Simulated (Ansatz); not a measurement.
This geometry of BF$_{3}$H$_{4}$OSi (10 atoms, charge 0, multiplicity 1) is a first-order saddle point.

All numbers below come from Ansatz 0.2.0, RKS PBE0-D4/def2-SVP.

```xyz
10
Properties=species:S:1:pos:R:3
B -0.024 -0.223 0.006
F 0.213 0.044 1.589
F 0.961 0.361 -0.671
F -1.283 0.105 -0.306
O 0.174 -1.664 0.319
Si -0.744 -2.982 -0.244
H -0.007 -4.203 0.172
H -2.098 -2.954 0.373
H -0.825 -2.868 -1.723
H 0.285 -1.063 1.426
```

(1) Which two structures does it join? (They come from a converged band through this point; their orientation in space is the band's.)

(2) How far does it lie above each of them?

## Answers

(1) Bonds broken: B1–F2, O5–H10. Bonds formed: F2–H10. BF3H4OSi becomes BF2H3OSi + FH.

Initial state:

```xyz
10
Properties=species:S:1:pos:R:3
B -0.103 -0.056 0.169
F -0.201 0.414 1.435
F 0.907 0.443 -0.565
F -1.285 -0.214 -0.498
O 0.301 -1.671 0.424
Si -0.747 -2.895 -0.219
H -0.092 -4.165 0.198
H -2.095 -2.785 0.387
H -0.729 -2.725 -1.687
H 0.697 -1.793 1.297
```

Final state:

```xyz
10
Properties=species:S:1:pos:R:3
B -0.084 -0.100 -0.725
F 0.301 -1.676 2.555
F 0.637 0.952 -0.396
F -0.887 -0.011 -1.770
O 0.008 -1.228 0.006
Si -0.793 -2.736 -0.091
H 0.150 -3.745 0.447
H -2.044 -2.652 0.704
H -1.093 -2.995 -1.525
H 0.457 -1.257 1.737
```

(2) 21.9 kcal/mol above the first and 11.1 kcal/mol above the second. This is the barrier of this one path; another mechanism may lie lower. The orbitals stay closed-shell, which can raise the energy where a bond breaks towards radicals; this wasn't checked here.

Run time: 3.4 min on 4 threads of Arm Neoverse V1, on a shared host, peak memory 0.27 GiB.
